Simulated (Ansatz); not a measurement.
`O=C[SiH2]CS` + `[InH3]` → `O=C[SiH2][CH2][InH2]` + H₂S  (formal exchange of groups at a C–S bond)

Isolated molecules relaxed with PBE0-D4/def2-TZVP in Ansatz; ΔE leaves out vibrations. CCSD(T)/CBS adds triple-zeta CCSD(T) − MP2 to the extrapolated MP2 energy (def2 sets, frozen cores). This one scheme is used for every species. def2 core potentials past Kr. For In outer-core shells are correlated without core-valence functions, which leaves a few kJ/mol of doubt a bond. Each species was taken in one conformer, which may not be the lowest.

```json
{"species": "`O=C[SiH2]CS`", "CCSD/def2-TZVPP energy (Eh)": "-841.52937"}
{"species": "`[InH3]`", "CCSD/def2-TZVPP energy (Eh)": "-191.23149"}
{"species": "`O=C[SiH2][CH2][InH2]`", "CCSD/def2-TZVPP energy (Eh)": "-633.85926"}
{"species": "H₂S", "CCSD/def2-TZVPP energy (Eh)": "-398.92311"}
```

**Question.** Work out ΔE.

**Answer.** ΔE = (-633.85926) + (-398.92311) − (-841.52937) − (-191.23149) = -0.02151 Eh = -0.59 eV. CCSD(T)/CBS gives -0.61 eV.

Largest T1 diagnostic among the species: 0.015.

The D4 term adds +0.04 eV with B3LYP and +0.02 eV with PBE0; it sums over pairs of atoms, weighted by their polarisabilities, and B3LYP, whose exchange is more repulsive, gets the larger term. In def2-TZVPP, CCSD(T) changes the Hartree–Fock value by −0.10 eV (the triples alone add −0.00 eV) and MP2 by −0.14 eV.

B3LYP here is the variant with VWN-RPA as its local correlation; programs differ in this.
